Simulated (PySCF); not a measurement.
I²⁺ (iodine, charge +2) across methods

[Kr] 4d10 5s2 5p3, high-spin 4S determinant. Computed with PySCF 2.14 in def2-QZVPPD with the def2 core potential (28 electrons), with scalar relativity through the core potential.

```json
{"method": "PBE0", "E (hartree)": "-296.6180", "mean ε 5s α (eV)": "-39.389", "mean ε 5s β (eV)": "-35.607", "mean ε 5p α (eV)": "-26.922", "Σ⟨r²⟩ (bohr²)": "39.48", "⟨S²⟩": "3.751"}
{"method": "UHF", "E (hartree)": "-295.65898", "mean ε 5s α (eV)": "-45.323", "mean ε 5s β (eV)": "-37.262", "mean ε 5p α (eV)": "-30.346", "Σ⟨r²⟩ (bohr²)": "39.86", "⟨S²⟩": "3.751"}
{"method": "PBE", "E (hartree)": "-296.5919", "mean ε 5s α (eV)": "-37.071", "mean ε 5s β (eV)": "-34.568", "mean ε 5p α (eV)": "-25.498", "Σ⟨r²⟩ (bohr²)": "39.50", "⟨S²⟩": "3.751"}
{"method": "BP86", "E (hartree)": "-296.7272", "mean ε 5s α (eV)": "-37.161", "mean ε 5s β (eV)": "-34.814", "mean ε 5p α (eV)": "-25.560", "Σ⟨r²⟩ (bohr²)": "39.43", "⟨S²⟩": "3.751"}
{"method": "HSE06", "E (hartree)": "-296.6133", "mean ε 5s α (eV)": "-38.891", "mean ε 5s β (eV)": "-35.318", "mean ε 5p α (eV)": "-26.465", "Σ⟨r²⟩ (bohr²)": "39.52", "⟨S²⟩": "3.751"}
{"method": "BLYP", "E (hartree)": "-296.5568", "mean ε 5s α (eV)": "-36.771", "mean ε 5s β (eV)": "-34.730", "mean ε 5p α (eV)": "-25.165", "Σ⟨r²⟩ (bohr²)": "39.55", "⟨S²⟩": "3.750"}
{"method": "r2SCAN", "E (hartree)": "-296.7191", "mean ε 5s α (eV)": "-38.019", "mean ε 5s β (eV)": "-34.498", "mean ε 5p α (eV)": "-26.031", "Σ⟨r²⟩ (bohr²)": "39.40", "⟨S²⟩": "3.751"}
{"method": "LDA", "E (hartree)": "-296.1635", "mean ε 5s α (eV)": "-37.250", "mean ε 5s β (eV)": "-35.125", "mean ε 5p α (eV)": "-25.564", "Σ⟨r²⟩ (bohr²)": "39.50", "⟨S²⟩": "3.750"}
{"method": "wB97M-V", "E (hartree)": "-296.5920", "mean ε 5s α (eV)": "-42.011", "mean ε 5s β (eV)": "-37.988", "mean ε 5p α (eV)": "-29.099", "Σ⟨r²⟩ (bohr²)": "39.56", "⟨S²⟩": "3.751"}
```

Energies and moments cover only the electrons outside the core potential.
